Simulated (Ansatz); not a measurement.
A thermochemical cycle in electronic energies (no zero-point or thermal terms), species as SMILES, kcal/mol. Structures are relaxed separately at B3LYP-D3(BJ)/def2-TZVP in Ansatz (a first-principles code). Cores are frozen in the correlated levels unless marked. Open shells are spin-unrestricted. No spin-orbit coupling. No relativistic terms. Basis-set limits of correlation are two-point, X^-3; Hartree-Fock from the larger set. [CCSD(T)-MP2]/basis is that difference in the basis named. Anions need diffuse functions, of which def2-TZVPD holds fewer than the aug- sets.

| step | RI-MP2/CBS(aug-cc-pV(T+d)Z,aug-cc-pV(Q+d)Z)+[CCSD(T)-MP2]/aug-cc-pV(T+d)Z (Ansatz) | wB97M-V/def2-TZVPD (Ansatz) |
|---|---|---|
| bond energy D: [H][P@TB7]([H])([H])([H])[H] (PH5) → [H][P@TB5]([H])([H])[H] (PH4) + H atom | 63.0 | 61.1 |
| deprotonation energy A: [H][P@TB7]([H])([H])([H])[H] (PH5) -> [H][P@TB5-]([H])([H])[H] + H+ | 360.5 | 357.0 |
| ionisation of the H atom at the same level, IE | 313.7 | 310.1 |

Q: Find the electron affinity EA, positive where the anion is bound: [H][P@TB5]([H])([H])[H] (PH4) + e- → [H][P@TB5-]([H])([H])[H].

A: Breaking the bond, ionising the H atom and attaching the electron to the radical add up to the deprotonation, A = D + IE - EA. At RI-MP2/CBS(aug-cc-pV(T+d)Z,aug-cc-pV(Q+d)Z)+[CCSD(T)-MP2]/aug-cc-pV(T+d)Z: EA = D + IE - A = 63.0 + 313.7 - 360.5 = 16.2. At wB97M-V/def2-TZVPD: EA = D + IE - A = 61.1 + 310.1 - 357.0 = 14.2. The functional differs from the first level by -1.9 in D, -2.0 in EA and -3.5 in A; for EA and A the gap mixes functional and basis.
